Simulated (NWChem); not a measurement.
System: Si₂NH₆, doublet; SMILES [SiH3][N][SiH3]

Here is an NWChem input.

```
start job
memory heap 200 mb stack 900 mb global 1100 mb
geometry units angstroms noautosym nocenter noautoz
  Si    -0.010122    -1.650649     0.012085
  N     -0.521710    -0.000131     0.072039
  Si    -0.014823     1.650552    -0.016615
  H     -0.816756    -2.328447    -1.040197
  H      1.435031    -1.891510    -0.272440
  H     -0.335906    -2.249421     1.336826
  H     -0.350090     2.274707     1.293902
  H     -0.817857     2.304240    -1.086827
  H      1.431074     1.890659    -0.297951
end
basis spherical
  * library def2-svp
end
dft
  odft
  mult 2
  xc m06-2x
  iterations 150
end
cosmo
  do_cosmo_smd true
  solvent acetntrl
end
task dft energy
```

Output (shortened):

```
             Northwest Computational Chemistry Package (NWChem) 7.3.0
             --------------------------------------------------------

                             Geometry "geometry" -> ""
                             -------------------------

 Output coordinates in angstroms (scale by  1.889725989 to convert to a.u.)

  No.       Tag          Charge          X              Y              Z
 ---- ---------------- ---------- -------------- -------------- --------------
    1 Si                  14.0000    -0.01012200    -1.65064900     0.01208500
    2 N                    7.0000    -0.52171000    -0.00013100     0.07203900
    3 Si                  14.0000    -0.01482300     1.65055200    -0.01661500
    4 H                    1.0000    -0.81675600    -2.32844700    -1.04019700
    5 H                    1.0000     1.43503100    -1.89151000    -0.27244000
    6 H                    1.0000    -0.33590600    -2.24942100     1.33682600
    7 H                    1.0000    -0.35009000     2.27470700     1.29390200
    8 H                    1.0000    -0.81785700     2.30424000    -1.08682700
    9 H                    1.0000     1.43107400     1.89065900    -0.29795100

 Effective nuclear repulsion energy (a.u.)     142.9514854323

                                 NWChem DFT Module
                                 -----------------

 Summary of "ao basis" -> "ao basis" (spherical)
 ------------------------------------------------------------------------------
       Tag                 Description            Shells   Functions and Types
 ---------------- ------------------------------  ------  ---------------------
 Si                         def2-svp                 8       18   4s3p1d
 N                          def2-svp                 6       14   3s2p1d
 H                          def2-svp                 3        5   2s1p

 in cosmo_initialize ...
 calling solv_data for solv:acetntrl

 solvent parameters
 solvname_short: acetntrl
 solvname_long:  acetonitrile
 dielec:       35.6880
 dielecinf:     1.8069
 nonaqueous SMD model solvent descriptors
 dielec:       35.6880
 sola:          0.0700
 solb:          0.3200
 solc:          0.0000
 solg:         41.2500
 solh:          0.0000
 soln:          1.3442

          ---------------
          -cosmo- solvent
          ---------------
 Cosmo: York-Karplus, doi: 10.1021/jp992097l
 dielectric constant -eps-     =  35.69
 screen = (eps-1)/(eps    )    =   0.97198
 surface charge correction     = lagrangian

   van der Waals surface
 --------------------------

 ---------- ATOMIC COORDINATES (A.U.) ------------ VDWR(ANG.) --
     1   -0.01912781   -3.11927431    0.02283734     2.470
     2   -0.98588895   -0.00024755    0.13613397     1.890
     3   -0.02801141    3.11909101   -0.03139780     2.470
     4   -1.54344504   -4.40012681   -1.96568730     1.200
     5    2.71181538   -3.57443560   -0.51483695     1.200
     6   -0.63477030   -4.25078932    2.52623483     1.200
     7   -0.66157417    4.29857293    2.44512024     1.200
     8   -1.54552563    4.35438221   -2.05380523     1.200
     9    2.70433773    3.57282745   -0.56304575     1.200
 number of segments per atom =        128
 number of   points per atom =        128
 atom (   nspa,  nppa )
 ----------------------
    1 (     98,     0 )       0
    2 (     28,     0 )       0
    3 (     99,     0 )       0
    4 (     32,     0 )       0
    5 (     32,     0 )       0
    6 (     34,     0 )       0
    7 (     35,     0 )       0
    8 (     32,     0 )       0
    9 (     33,     0 )       0
 number of -cosmo- surface points =      423
 molecular surface =    130.354 angstrom**2
 molecular volume  =    114.397 angstrom**3
 -lineq- algorithm             =   0
 -bem- low  level              =   3
 -bem- from -octahedral-
 gaussian surface charge width =   4.50000
 degree of switching           =   1.00000
 switching function tolerance  =   0.00010
 atomic radii =
 --------------
    1 14.000  2.470
    2  7.000  1.890
    3 14.000  2.470
    4  1.000  1.200
    5  1.000  1.200
    6  1.000  1.200
    7  1.000  1.200
    8  1.000  1.200
    9  1.000  1.200
 ...... end of -cosmo- initialization ......

 nat:                     9
 ixmem:                  4523
 calling mnsol_interface()
 G(SMD-CDS) energy (kcal/mol)  =     0.621
 SMD-CDS SASA (angstrom**2)    =   148.106

            General Information
            -------------------
          SCF calculation type: DFT
          Wavefunction type:  spin polarized.
          No. of atoms     :     9
          No. of electrons :    41
           Alpha electrons :    21
            Beta electrons :    20
          Charge           :     0
          Spin multiplicity:     2
          Use of symmetry is: off; symmetry adaption is: off
          Maximum number of iterations: 150
          AO basis - number of functions:    80
                     number of shells:    40
          Convergence on energy requested:  1.00D-06
          Convergence on density requested:  1.00D-05
          Convergence on gradient requested:  5.00D-04

              XC Information
              --------------
                       M06-2X Method XC Functional
                     Hartree-Fock (Exact) Exchange  0.540
                        M06-2X Exchange Functional  1.000
                      M06-2X Correlation Potential  1.000

             Grid Information
             ----------------
          Grid used for XC integration:  medium
          Radial quadrature: Mura-Knowles
          Angular quadrature: Lebedev.
          Tag              B.-S. Rad. Rad. Pts. Rad. Cut. Ang. Pts.
          ---              ---------- --------- --------- ---------
          Si                  1.10       88          11.0       590
          N                   0.65       49           8.0       434
          H                   0.35       45          12.0       434
          Grid pruning is: on
          Number of quadrature shells:   495
          Spatial weights used:  Erf1

      Superposition of Atomic Density Guess
      -------------------------------------

 Sum of atomic energies:        -634.71694431

      Non-variational initial energy
      ------------------------------

 Total energy =    -635.574335
 1-e energy   =   -1161.946437
 2-e energy   =     383.420616
 HOMO         =      -0.288000
 LUMO         =       0.053507

[...]

                                COSMO-SMD solvation results
                                ---------------------------

             internal energy in gas <Psi(g)|H|Psi(g)> =      -636.994072866727
         internal energy in solvent <Psi(s)|H|Psi(s)> =      -636.993895847277
                               delta internal energy  =         0.000177019450 (    0.11 kcal/mol)
   total free energy in solvent <Psi(s)|H+V/2|Psi(s)> =      -636.995927594592
 polarization energy contribution <Psi(s)|V/2|Psi(s)> =        -0.002031747314 (   -1.27 kcal/mol)
    total free energy in solvent including G(SMD-CDS) =      -636.994937764600
                       G(SMD-CDS) energy contribution =         0.000989829992 (    0.62 kcal/mol)
     1 M fixed-concentration free energy of solvation =        -0.000864897872 (   -0.54 kcal/mol)

                    DFT Final Alpha Molecular Orbital Analysis
                    ------------------------------------------

 Vector   19  Occ=1.000000D+00  E=-4.026596D-01
              MO Center=  3.2D-01, -4.6D-04, -8.7D-02, r^2= 6.0D+00
   Bfn.  Coefficient  Atom+Function         Bfn.  Coefficient  Atom+Function
  ----- ------------  ---------------      ----- ------------  ---------------
    56      0.238910  5 H  s                 76     -0.238935  9 H  s
     8      0.185490  1 Si px                40     -0.185782  3 Si px
    51     -0.160469  4 H  s                 71      0.159010  8 H  s
    66      0.150868  7 H  s                 61     -0.149359  6 H  s
    57      0.135154  5 H  s                 77     -0.135170  9 H  s

 Vector   20  Occ=1.000000D+00  E=-3.544764D-01
              MO Center= -4.7D-01,  3.5D-04,  1.1D-01, r^2= 4.3D+00
   Bfn.  Coefficient  Atom+Function         Bfn.  Coefficient  Atom+Function
  ----- ------------  ---------------      ----- ------------  ---------------
    24      0.436173  2 N  pz                27     -0.357107  2 N  pz
    61      0.198892  6 H  s                 66      0.198023  7 H  s
    71     -0.188669  8 H  s                 51     -0.187716  4 H  s
    62      0.164127  6 H  s                 67      0.163569  7 H  s
    52     -0.157030  4 H  s                 72     -0.157659  8 H  s

 Vector   21  Occ=1.000000D+00  E=-3.430993D-01
              MO Center=  1.1D-02, -4.1D-04, -3.6D-02, r^2= 3.5D+00
   Bfn.  Coefficient  Atom+Function         Bfn.  Coefficient  Atom+Function
  ----- ------------  ---------------      ----- ------------  ---------------
    22      0.454290  2 N  px                25     -0.374768  2 N  px
    56      0.206143  5 H  s                 76      0.206168  9 H  s
    57      0.188560  5 H  s                 77      0.188605  9 H  s
     8      0.103296  1 Si px                40      0.103172  3 Si px
    52     -0.090738  4 H  s                 51     -0.089920  4 H  s

 Vector   22  Occ=0.000000D+00  E= 4.967029D-02
              MO Center=  9.6D-02,  9.8D-05, -2.8D-02, r^2= 6.1D+00
   Bfn.  Coefficient  Atom+Function         Bfn.  Coefficient  Atom+Function
  ----- ------------  ---------------      ----- ------------  ---------------
    21      1.161352  2 N  s                 12     -0.866993  1 Si py
    44      0.867624  3 Si py                25      0.191178  2 N  px
    62     -0.186183  6 H  s                 67     -0.185020  7 H  s
    72     -0.177333  8 H  s                 11      0.175855  1 Si px
    52     -0.175966  4 H  s                 43      0.172451  3 Si px

 Vector   23  Occ=0.000000D+00  E= 9.279751D-02
              MO Center=  8.6D-02, -4.8D-04, -3.6D-02, r^2= 7.0D+00
   Bfn.  Coefficient  Atom+Function         Bfn.  Coefficient  Atom+Function
  ----- ------------  ---------------      ----- ------------  ---------------
    12      0.879780  1 Si py                44      0.881412  3 Si py
    11      0.646126  1 Si px                43     -0.649036  3 Si px
    67     -0.583594  7 H  s                 62      0.580072  6 H  s
    52      0.500154  4 H  s                 57     -0.494627  5 H  s
    72     -0.496489  8 H  s                 77      0.494328  9 H  s

 Vector   24  Occ=0.000000D+00  E= 1.062064D-01
              MO Center=  2.4D-01,  2.4D-03, -5.8D-02, r^2= 6.2D+00
   Bfn.  Coefficient  Atom+Function         Bfn.  Coefficient  Atom+Function
  ----- ------------  ---------------      ----- ------------  ---------------
    45      1.142255  3 Si pz                13      1.131770  1 Si pz
    72      0.825763  8 H  s                 52      0.814012  4 H  s
    62     -0.757757  6 H  s                 67     -0.748636  7 H  s
    27     -0.408186  2 N  pz                11      0.277578  1 Si px
    43      0.235417  3 Si px                24      0.195879  2 N  pz

                     DFT Final Beta Molecular Orbital Analysis
                     -----------------------------------------

 Vector   18  Occ=1.000000D+00  E=-4.045286D-01
              MO Center= -4.0D-01, -2.0D-04,  6.4D-02, r^2= 6.4D+00
   Bfn.  Coefficient  Atom+Function         Bfn.  Coefficient  Atom+Function
  ----- ------------  ---------------      ----- ------------  ---------------
    51     -0.228364  4 H  s                 71      0.229326  8 H  s
    61      0.224139  6 H  s                 66     -0.223080  7 H  s
    10      0.215375  1 Si pz                42     -0.215433  3 Si pz
    13      0.166378  1 Si pz                45     -0.166421  3 Si pz
     7     -0.119674  1 Si pz                39      0.119705  3 Si pz

 Vector   19  Occ=1.000000D+00  E=-3.972916D-01
              MO Center=  1.8D-01, -9.7D-05, -1.6D-02, r^2= 6.0D+00
   Bfn.  Coefficient  Atom+Function         Bfn.  Coefficient  Atom+Function
  ----- ------------  ---------------      ----- ------------  ---------------
    56      0.216905  5 H  s                 76     -0.216851  9 H  s
     8      0.168658  1 Si px                40     -0.169126  3 Si px
    66      0.164241  7 H  s                 61     -0.163325  6 H  s
    23      0.158321  2 N  py                51     -0.157248  4 H  s
    71      0.156302  8 H  s                  9      0.132748  1 Si py

 Vector   20  Occ=1.000000D+00  E=-3.239374D-01
              MO Center= -9.6D-02, -3.4D-04, -1.5D-02, r^2= 3.1D+00
   Bfn.  Coefficient  Atom+Function         Bfn.  Coefficient  Atom+Function
  ----- ------------  ---------------      ----- ------------  ---------------
    22      0.463995  2 N  px                25     -0.397763  2 N  px
    57      0.196049  5 H  s                 77      0.196106  9 H  s
    56      0.190148  5 H  s                 76      0.190177  9 H  s
    21      0.101219  2 N  s                 20      0.096838  2 N  s
    52     -0.091973  4 H  s                 72     -0.091072  8 H  s

 Vector   21  Occ=0.000000D+00  E=-1.020527D-01
              MO Center= -4.5D-01, -5.9D-06,  7.2D-02, r^2= 2.5D+00
   Bfn.  Coefficient  Atom+Function         Bfn.  Coefficient  Atom+Function
  ----- ------------  ---------------      ----- ------------  ---------------
    24      0.445779  2 N  pz                27     -0.428846  2 N  pz
    62      0.251216  6 H  s                 67      0.250622  7 H  s
    52     -0.244068  4 H  s                 72     -0.244770  8 H  s
    13     -0.231377  1 Si pz                45     -0.231464  3 Si pz
    61      0.122709  6 H  s                 66      0.122198  7 H  s

 Vector   22  Occ=0.000000D+00  E= 5.079430D-02
              MO Center=  9.2D-02,  1.1D-04, -2.5D-02, r^2= 6.2D+00
   Bfn.  Coefficient  Atom+Function         Bfn.  Coefficient  Atom+Function
  ----- ------------  ---------------      ----- ------------  ---------------
    21      1.186283  2 N  s                 12     -0.875370  1 Si py
    44      0.875975  3 Si py                62     -0.198119  6 H  s
    67     -0.196857  7 H  s                 25      0.194961  2 N  px
    72     -0.191041  8 H  s                 52     -0.189549  4 H  s
    11      0.181034  1 Si px                43      0.177562  3 Si px

 Vector   23  Occ=0.000000D+00  E= 9.276984D-02
              MO Center=  8.2D-02, -4.0D-04, -3.2D-02, r^2= 6.9D+00
   Bfn.  Coefficient  Atom+Function         Bfn.  Coefficient  Atom+Function
  ----- ------------  ---------------      ----- ------------  ---------------
    12      0.845887  1 Si py                44      0.847237  3 Si py
    11      0.697369  1 Si px                43     -0.699976  3 Si px
    67     -0.577148  7 H  s                 62      0.572835  6 H  s
    57     -0.547022  5 H  s                 77      0.546825  9 H  s
    52      0.508292  4 H  s                 72     -0.503761  8 H  s

   alpha - beta orbital overlaps
   -----------------------------

   alpha      1      2      3      4      5      6      7      8      9     10
    beta      1      2      3      4      5      6      7      8      9     10
 overlap   1.000  1.000  1.000  1.000  1.000  0.986  0.986  0.999  0.999  1.000

   alpha     11     12     13     14     15     16     17     18     19     20
    beta     11     12     13     14     17     15     16     18     19     21
 overlap   1.000  0.998  0.999  0.998  0.874  0.990  0.995  0.999  0.991  0.859

   alpha     21     22     23     24     25     26     27     28     29     30
    beta     20     22     23     26     24     25     27     28     29     30
 overlap   0.995  0.999  0.998  0.956  0.998  1.000  0.976  0.999  0.999  1.000

[...]
```

Level: M06-2X/def2-SVP, spin-unrestricted, SMD on the gas-phase geometry. Geometry: optimised at B3LYP/6-31G* (spherical d), spin-unrestricted. No stability test was run on the SCF state. Solvent: acetonitrile.
